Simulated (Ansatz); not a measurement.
C₃H₈Mg, SMILES `C[CH](C)[MgH]`. The species carries charge 0 and has multiplicity 1. All single points use the PBE0-D4/def2-TZVP geometry.

```xyz
12

C    -1.181   -0.199   -0.723
C    -0.148    0.268    0.300
C     0.653   -0.922    0.825
Mg    1.082    1.826   -0.429
H    -1.840    0.609   -1.059
H    -0.710   -0.622   -1.619
H    -1.829   -0.990   -0.315
H    -0.698    0.695    1.152
H    -0.004   -1.709    1.226
H     1.250   -1.395    0.037
H     1.344   -0.646    1.629
H     2.081    3.083   -1.024
```

Question: What is the dipole moment at PBE/def2-TZVPP? (An estimate is asked.)

Answer: Computed: 0.55 D, with components (-0.37, -0.22, 0.34) D in this frame, pointing from negative to positive charge.

Question: And with r2SCAN, B3LYP, ωB97M-V? (Estimate.)

Answer: Ansatz gave: r2SCAN 0.49 D, B3LYP 0.51 D, ωB97M-V 0.50 D.

Question: Give the Mulliken charges with PBE, r2SCAN, B3LYP in def2-TZVPP. (An estimate is asked.)

Answer: The calculation gave: 
```json
{"atom": "C1", "PBE": "-0.25", "r2SCAN": "-0.13", "B3LYP": "-0.25"}
{"atom": "C2", "PBE": "-0.27", "r2SCAN": "-0.32", "B3LYP": "-0.28"}
{"atom": "C3", "PBE": "-0.25", "r2SCAN": "-0.13", "B3LYP": "-0.25"}
{"atom": "Mg4", "PBE": "0.39", "r2SCAN": "0.57", "B3LYP": "0.45"}
{"atom": "H5", "PBE": "0.08", "r2SCAN": "0.03", "B3LYP": "0.07"}
{"atom": "H6", "PBE": "0.08", "r2SCAN": "0.04", "B3LYP": "0.07"}
{"atom": "H7", "PBE": "0.06", "r2SCAN": "0.02", "B3LYP": "0.06"}
{"atom": "H8", "PBE": "0.10", "r2SCAN": "0.06", "B3LYP": "0.09"}
{"atom": "H9", "PBE": "0.06", "r2SCAN": "0.02", "B3LYP": "0.06"}
{"atom": "H10", "PBE": "0.08", "r2SCAN": "0.04", "B3LYP": "0.07"}
{"atom": "H11", "PBE": "0.08", "r2SCAN": "0.03", "B3LYP": "0.07"}
{"atom": "H12", "PBE": "-0.15", "r2SCAN": "-0.24", "B3LYP": "-0.18"}
```

B3LYP here is the variant with VWN-RPA as its local correlation; programs differ in this.
